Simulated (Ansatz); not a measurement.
Geometry optimisation, Ansatz 0.2.0, RHF/def2-SVP.

Input file:

```yaml
crystal:
  periodic: [false, false, false]
  atoms:
    - { symbol: Si, position_ang: [-0.079383, 0.508001, -0.476915] }
    - { symbol: "N", position_ang: [0.4658, -0.028622, 2.445752] }
    - { symbol: H, position_ang: [-0.221015, -0.600371, 2.907306] }
    - { symbol: H, position_ang: [1.261404, 0.054317, 3.055059] }
    - { symbol: H, position_ang: [1.276515, -0.030235, -0.549339] }
    - { symbol: Cl, position_ang: [-0.449897, 1.467572, -2.276494] }
    - { symbol: Cl, position_ang: [-1.45685, -1.016146, -0.282376] }
    - { symbol: H, position_ang: [-0.302309, 1.490165, 0.582076] }
    - { symbol: H, position_ang: [0.059735, 0.90772, 2.328232] }
basis:
  gaussian: { orbitals: def2-SVP }
hamiltonian:
  xc: hf
relax:
  f_tol: 0.03
  max_steps: 50
```

Run as:

```bash
$ ansatz run input.yaml --threads 1 --pin off --max-ram 2048MiB --backend cpu --events-out ev --progress --plain --runs-dir out
```

**Question.** Where does it end, and by what steps?

**Answer.** The forces met the threshold. The force dipped under the threshold on the way, but the program's further checks kept it going. After 8 steps the energy has fallen by 0.219 eV; H9 moved furthest, 0.78 Å.

```
step  energy less start (eV)  largest force component (eV/Å)  accepted
   0                  0.0000                           1.057       yes
   1                 -0.1049                           0.530       yes
   2                 -0.1421                           0.874       yes
   3                 -0.1950                           0.278       yes
   4                 -0.2149                           0.164       yes
   5                 -0.2180                           0.019       yes
   6                 -0.2146                           0.318        no
   7                 -0.2189                           0.035       yes
   8                 -0.2192                           0.006       yes
```

```xyz
9
Properties=species:S:1:pos:R:3
Si -0.118 0.599 -0.505
N 0.410 0.088 2.478
H -0.084 -0.774 2.638
H 1.361 -0.053 2.776
H 1.232 0.069 -0.337
Cl -0.286 1.121 -2.510
Cl -1.523 -0.878 -0.152
H -0.444 1.803 0.254
H 0.007 0.777 3.091
```

Run time: 17 s on 1 thread of Arm Neoverse V1, on a shared host, peak memory 0.17 GiB.
